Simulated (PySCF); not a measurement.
## A ladder of Hamiltonians for W⁶⁰⁺ (tungsten, charge +60)

Occupied: 1s1/2, 2s1/2, 2p1/2, 2p3/2, 3s1/2, 3p1/2. Hartree-Fock calculated with PySCF 2.14 in an even-tempered Gaussian basis (19 s from 8.3 bohr⁻², ratio 2.3; 16 p from 9.9 bohr⁻², ratio 2.3), Gaussian nucleus throughout. NR is non-relativistic, sf-X2C the spin-free one-electron X2C Hamiltonian, X2C adds the bare one-electron spin-orbit term, X2C-SNSO screens it by Boettger's factors, DC is four-component Dirac-Coulomb, and the Gaunt and Breit terms are added at first order (total energies over the DC spinors, levels after relaxing the spinors in that mean field). QED terms are absent. Levels marked empty are virtual spinors of this ion; the basis has s and p functions only, so 3d, which can lie below the n = 4 levels, is absent.

```csv
Hamiltonian,E (hartree),E − E(DC) (hartree),CPU seconds
X2C,-12079.1109,4.1783,0.32
X2C-SNSO,-12077.5703,5.7189,0.32
DC,-12083.2892,0.0000,17
DC+Gaunt,-12067.6881,15.6011,30
DC+Breit,-12069.0935,14.1957,89
```

**Question.** Give the 2p spin-orbit interval with each Hamiltonian that has one.

**Answer.** X2C 1452; X2C-SNSO 1409; DC 1408; DC+Gaunt 1392; DC+Breit 1392 (eV).

| level (eV) | X2C | X2C-SNSO | DC | DC+Gaunt | DC+Breit |
| --- | --- | --- | --- | --- | --- |
| 1s1/2 | -74740.8 | -74742.4 | -74826.9 | -74580.9 | -74597.7 |
| 2s1/2 | -16825.8 | -16826.4 | -16838.5 | -16811.4 | -16813.5 |
| 2p1/2 | -16364.2 | -16331.7 | -16339.5 | -16293.4 | -16298.0 |
| 2p3/2 | -14912.2 | -14923.1 | -14931.6 | -14901.5 | -14906.0 |
| 3s1/2 | -6760.9 | -6761.1 | -6764.0 | -6757.2 | -6758.0 |
| 3p1/2 | -6601.1 | -6592.8 | -6594.8 | -6583.0 | -6584.5 |
| 3p3/2 (empty) | -6102.1 | -6105.0 | -6106.8 | -6099.4 | -6100.9 |
| 4s1/2 (empty) | -3537.5 | -3537.6 | -3538.7 | -3536.1 | -3536.4 |

Weight of the small component: 1s1/2 0.0779, 2s1/2 0.0181, 2p1/2 0.0181, 2p3/2 0.0164, 3s1/2 0.00701, 3p1/2 0.00693, 3p3/2 0.00645, 4s1/2 0.00354.

Koopmans' value for the highest occupied level at DC+Breit: 6584.5 eV, against an ionisation energy of 6596 ± 7 eV (semi-empirical (NIST evaluation); NIST Atomic Spectra Database, ionization energies); the former lacks relaxation, correlation, QED and recoil.

The whole ladder took 140 s of wall time on 1 thread of Intel(R) Xeon(R) Platinum 8488C (shared host), launched as `OMP_NUM_THREADS=1 python relrun2.py TASK.json OUT` (a driver that calls PySCF for each Hamiltonian).
